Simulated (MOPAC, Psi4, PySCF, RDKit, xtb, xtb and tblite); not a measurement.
Two geometries of SMILES c1cc(C=Cc2occc2)ccc1 (C12H10O), relaxed at GFN2-xTB with one dihedral held; other torsions can differ between them too.

Structure A

```
23

C     -0.0130     0.3372     0.1645
C     -0.9789    -0.4726    -0.2978
C     -2.3831    -0.2318    -0.1308
C     -3.0923     0.6351     0.6698
C     -4.4550     0.4287     0.3720
C     -4.4870    -0.5386    -0.5873
O     -3.2475    -0.9430    -0.8965
C      1.4156     0.1540     0.0058
C      2.2767     1.1628     0.4497
C      3.6456     1.0434     0.3159
C      4.1909    -0.0913    -0.2621
C      3.3529    -1.1035    -0.7024
C      1.9837    -0.9852    -0.5716
H     -0.3039     1.2239     0.7127
H     -0.7446    -1.3469    -0.8881
H     -2.6898     1.3198     1.3873
H     -5.2948     0.9292     0.8091
H     -5.3002    -1.0036    -1.1089
H      1.8579     2.0513     0.9014
H      4.2916     1.8365     0.6638
H      5.2614    -0.1878    -0.3671
H      3.7731    -1.9926    -1.1503
H      1.3499    -1.7881    -0.9150
```

Structure B

```
23

C     -0.0189     0.4062     0.0654
C     -0.9882    -0.4513    -0.2895
C     -2.3893    -0.1829    -0.1055
C     -3.4466    -1.0501     0.0387
C     -4.6075    -0.2526     0.1269
C     -4.1841     1.0362     0.0057
O     -2.8523     1.0900    -0.1420
C      1.4108     0.1958    -0.0462
C      2.2758     1.1833     0.4353
C      3.6460     1.0307     0.3583
C      4.1872    -0.1137    -0.2043
C      3.3443    -1.1015    -0.6884
C      1.9740    -0.9516    -0.6115
H     -0.3155     1.3721     0.4550
H     -0.7635    -1.4503    -0.6335
H     -3.3906    -2.1180     0.0962
H     -5.6156    -0.5899     0.2556
H     -4.7156     1.9674     0.0030
H      1.8599     2.0790     0.8749
H      4.2961     1.8063     0.7366
H      5.2585    -0.2349    -0.2669
H      3.7613    -1.9952    -1.1303
H      1.3350    -1.7303    -0.9986
```

Task: Which is lower in energy at the level Psi4 with PBE0-D3(BJ)/def2-SVP // GFN2-xTB, and by how much?

Result: A is lower, by 0.48 kcal/mol (dihedral C1–C2–C3–O7: 165° in A, 30° in B).

E(B) − E(A) in kcal/mol at the other levels, on the same two geometries: GFN2-xTB (xtb and tblite) 0.93; MMFF94 // GFN2-xTB (RDKit) 0.23; PBE0/def2-SVP // GFN2-xTB (Psi4) 0.40; PBE/def2-SVP // GFN2-xTB (Psi4) 0.61; PBE-D3(BJ)/def2-SVP // GFN2-xTB (Psi4) 0.70; UFF // GFN2-xTB (RDKit) -0.60; PM6, restricted, heats of formation // GFN2-xTB (MOPAC) 0.68; PM3, restricted, heats of formation // GFN2-xTB (MOPAC) 0.99; GFN1-xTB // GFN2-xTB (xtb) 1.00; restricted B3LYP/6-31G*, spherical d, density fitting // GFN2-xTB (PySCF) 0.44.
